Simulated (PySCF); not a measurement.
**Computed structure and properties of [CeF2]2+**

System: [CeF2]2+ (singlet); start: template (C2v). Method: PySCF 2.14.0, RKS PBE0, Ce def2-SVP with ECP28, F def2-SVP; non-relativistic Hamiltonian with scalar-relativistic core potentials where named; density fitting; no spin-orbit coupling.

Input of the relaxation:

```python
mol = gto.M(atom='''
Ce     0.00000     0.00000    -0.17913
F      1.87410    -0.00000     0.65957
F     -1.87410     0.00000     0.65957''',
    basis={'Ce': 'def2-SVP', 'F': 'def2-SVP'},
    ecp={'Ce': 'def2-SVP'},
    charge=2, spin=0)
mf = dft.RKS(mol, xc='PBE0')
mf.grids.atom_grid = (50, 194)  # f atoms: unpruned, at least (60, 302)
mf = mf.density_fit()  # fitting sets: Ce def2-universal-JKFIT, F def2-universal-JKFIT
mf.conv_tol = 1e-08; mf.max_cycle = 55
mf.kernel(dm0)  # dm0: converged density of the start geometry
# quasi-Newton relaxation in Cartesian coordinates to a largest gradient under 0.00045 Eh/bohr, steps kept in the point group
```

Run from Python with OMP_NUM_THREADS=2; the lines above give its settings. Where DIIS fails, smearing, a level shift and second-order steps follow.
It took 48 s on 2 threads of Arm Neoverse V2, with other jobs on the host, from the converged density of the start.

Course of the relaxation:

```json
{"step": "0", "energy above end (eV)": "1.0089", "largest force component within the symmetry (eV/Å)": "3.945"}
{"step": "1", "energy above end (eV)": "0.1683", "largest force component within the symmetry (eV/Å)": "1.529"}
{"step": "2", "energy above end (eV)": "0.0980", "largest force component within the symmetry (eV/Å)": "0.896"}
{"step": "3", "energy above end (eV)": "0.0737", "largest force component within the symmetry (eV/Å)": "0.142"}
{"step": "4", "energy above end (eV)": "0.0727", "largest force component within the symmetry (eV/Å)": "0.092"}
{"step": "5", "energy above end (eV)": "0.0610", "largest force component within the symmetry (eV/Å)": "0.211"}
{"step": "6", "energy above end (eV)": "0.0371", "largest force component within the symmetry (eV/Å)": "0.147"}
{"step": "7", "energy above end (eV)": "0.0297", "largest force component within the symmetry (eV/Å)": "0.522"}
{"step": "8", "energy above end (eV)": "0.0260", "largest force component within the symmetry (eV/Å)": "0.366"}
{"step": "9", "energy above end (eV)": "0.0121", "largest force component within the symmetry (eV/Å)": "0.129"}
{"step": "10", "energy above end (eV)": "0.0035", "largest force component within the symmetry (eV/Å)": "0.330"}
{"step": "11", "energy above end (eV)": "0.0007", "largest force component within the symmetry (eV/Å)": "0.029"}
{"step": "12", "energy above end (eV)": "0.0002", "largest force component within the symmetry (eV/Å)": "0.015"}
{"step": "13", "energy above end (eV)": "0.0000", "largest force component within the symmetry (eV/Å)": "0.015"}
{"step": "14", "energy above end (eV)": "0.0000", "largest force component within the symmetry (eV/Å)": "0.000"}
```

Relaxed geometry (D∞h):

```xyz
3

Ce    0.0000    0.0000    0.3794
F     1.8656    0.0000    0.3803
F    -1.8656    0.0000    0.3803
```

| contact | Å |
| --- | --- |
| Ce1–F2 (F) | 1.866 |
| Ce1–F3 (F) | 1.866 |

On the finer grid (75, 302):

- HOMO: -24.39 eV
- LUMO: -18.14 eV
- Dipole about the centre of mass: 0.00 D
- Set of Mulliken populations of Ce1 outside the core potential: s 4.03, p 12.04, d 10.85, f 1.04
- D3(BJ) dispersion energy (not in the energies): -0.024 eV

```
atom  Mulliken (e)  Löwdin (e)  spin (e)
 Ce1          1.97        1.48      0.00
  F2          0.01        0.26      0.00
  F3          0.01        0.26      0.00
```

On the grid (50, 194), as all that follows. Harmonic modes: a minimum within the noise of the softest modes; lowest 60 cm⁻¹ (negative: unstable), highest 755 cm⁻¹, zero-point energy 0.097 eV.

Taking off one F (charge -1, singlet; the rest: singlet) in vacuum, both parts rigid, costs 26.46 eV; the small basis without counterpoise inflates it. Most of it is the attraction of opposite charges; other ways to part are cheaper, and one spin state was tried for the rest.

Rigid scan of F along the line from its metal:

distance to F2 (Å), energy (eV) and a bar:
```
     1.57      2.239 ##############################
     1.67      0.858 ###########
     1.77      0.186 ##
     1.87      0.000 
     1.97      0.140 ##
     2.07      0.488 #######
     2.27      1.488 ####################
```

One start shape was tried, so this needn't be the lowest isomer.

No other spin state of this charge was computed.
